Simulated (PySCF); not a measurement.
Working out the ionisation energy of Ni²⁺

Ni²⁺ [Ar] 3d8 (3F) → Ni³⁺ [Ar] 3d7 (4F). Computed with PySCF 2.14 in x2c-TZVPPall (6s5p4d2f1g, 64 functions), with the spin-free X2C one-electron Hamiltonian (Gaussian nucleus). Frozen: [Ne]. Energies in hartree (1 hartree = 27.21139 eV):

| part | Ni²⁺ (lower) | Ni³⁺ (upper) |
| --- | --- | --- |
| UHF | -1518.235296 | -1517.037231 |
| CCSD correlation | -0.551201 | -0.472187 |
| (T) | -0.008940 | -0.006020 |

Question: What does Hartree-Fock give?

Answer: (-1517.037231) − (-1518.235296) = 1.198065 hartree = 32.601 eV.

Question: What do CCSD and CCSD(T) give?

Answer: The CCSD correlation energies differ by 0.079014 hartree = 2.150 eV and the triples by 0.002920 hartree = 0.079 eV, so CCSD gives 34.751 eV and CCSD(T) 34.830 eV.

A first-order spin-orbit estimate adds -0.013 eV to CCSD(T) (valence and next inner shell), giving 34.817 eV against 35.187 ± 0.019 eV (measured; NIST Atomic Spectra Database, ionization energies).

What remains against the reference includes basis incompleteness, the frozen core and higher excitations.
